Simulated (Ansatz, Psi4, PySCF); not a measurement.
GaO, doublet (typed; the unrestricted solution is spin-contaminated), at a GFN2-xTB geometry (such geometries of metal compounds can be far from the true shape), atoms displaced at random by about 0.03 Å a coordinate. Base run: PySCF with HF/STO-3G, gradient.

Input for PySCF:
```python
from pyscf import gto, scf

mol = gto.Mole()
mol.atom = '''
    Ga    0.010609    0.024677   -0.386052
    O    -0.004927   -0.021160    1.355820
'''
mol.basis = 'sto-3g'
mol.charge = 0
mol.spin = 1
mol.verbose = 3
mol.build()

mf = scf.UHF(mol)
mf.kernel()
g = mf.nuc_grad_method()
grad = g.kernel()
```

Programs used: Ansatz (a quantum-chemistry and plane-wave program), Psi4, PySCF; a row that names a program was run with it.

The coordinate followed is y of atom 2.

Variants of this job, named by their change:

```tsv
change	dE/dx (Eh/bohr)	net force (Eh/bohr)	outcome
base	-0.003969	0.000000	converged
density fitting = on; auxbasis_response = off	-0.003961	0.000819	converged
finite difference step (bohr) = 0.05; conv_tol = 1e-11	-	-	not converged
conv_tol = 1e-4	-0.004217	0.000000	converged
finite difference step (bohr) = 1e-4; conv_tol = 1e-11	-0.003969	-	converged
finite difference step (bohr) = 1e-5; conv_tol = 1e-11	-0.003969	-	converged
finite difference step (bohr) = 0.01; conv_tol = 1e-11	-	-	not converged
code = ansatz	-0.001106	0.000000	converged
code = psi4	-0.003956	0.000000	converged
conv_tol = 1e-6	-0.003983	0.000000	converged
density fitting = on	-0.003969	0.000000	converged
finite difference step (bohr) = 1e-3; conv_tol = 1e-11	-0.003969	-	converged
```

The net force is zero for an exact gradient.

Open shells are given as the SCF converged; they aren't shown to be the lowest states, and a large step between rows can be another state.
